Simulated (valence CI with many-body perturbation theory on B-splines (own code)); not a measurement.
## Which ion has this spectrum?

A relativistic CI+MBPT calculation for an atom or ion with 6 electrons gives these levels (eV):

```csv
J,Parity,E,g
0,even,0.0,
1,even,1091.3,1.47
2,even,1109.4,1.14
2,odd,1367.3,1.50
1,odd,1449.5,1.11
2,even,2221.7,1.29
0,even,2279.8,
2,odd,2431.9,1.55
3,odd,2475.1,1.30
0,odd,2532.1,
1,odd,2553.3,1.30
2,odd,2562.9,1.05
1,odd,2566.9,1.30
2,even,2855.2,1.31
```

The energies are calculated, and their last digits are not significant.

(1) Which is it?
A. Hf66+
B. Er62+
C. Yb64+
D. Ta67+

Answers

(1) C. Yb64+, ground level (2s^2 2p1/2^2) J=0.
